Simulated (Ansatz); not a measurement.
Wavefunction ladder for CH$_{9}$AlSSi$_{2}$, SMILES `C[SiH]([SiH3])[S][AlH2]`

```xyz
14

C    -1.317   -0.570   -1.407
Si   -0.269    0.055    0.000
Si    0.117   -1.467    1.732
S    -0.715    1.994    0.685
Al    1.268    2.220   -0.341
H    -0.933   -1.516   -1.795
H    -1.341    0.166   -2.214
H    -2.340   -0.728   -1.057
H     1.149    0.285   -0.619
H     0.528   -2.792    1.193
H    -1.141   -1.631    2.508
H     1.184   -0.933    2.615
H     2.565    2.257    0.563
H     1.246    2.662   -1.861
```

Total charge 0; spin multiplicity 1. Geometry: relaxed with PBE0-D4/def2-TZVP. It is one conformer, not always the lowest. Frozen core, restricted reference, the Gaussian-basis code of Ansatz. CBS rows extrapolate triple and quadruple zeta; past MP2 they add the triple-zeta difference.

```csv
basis,HF (Eh),MP2 corr.,CCSD corr.,(T),CCSD(T) total
def2-TZVPP,-1260.54482,-0.69338,-0.77132,-0.03194,-1261.34808
def2-QZVPP,?,-0.74567,–,–,–
CBS(def2),?,?,?,as TZ,?
```

Question: Fill in the withheld values. (Best estimate.)

Answer: Ansatz gave: def2-QZVPP HF (Eh): -1260.58282; CBS(def2) HF (Eh): -1260.58806; CBS(def2) MP2 corr.: -0.78441; CBS(def2) CCSD corr.: -0.86235; CBS(def2) CCSD(T) total: -1261.48235.
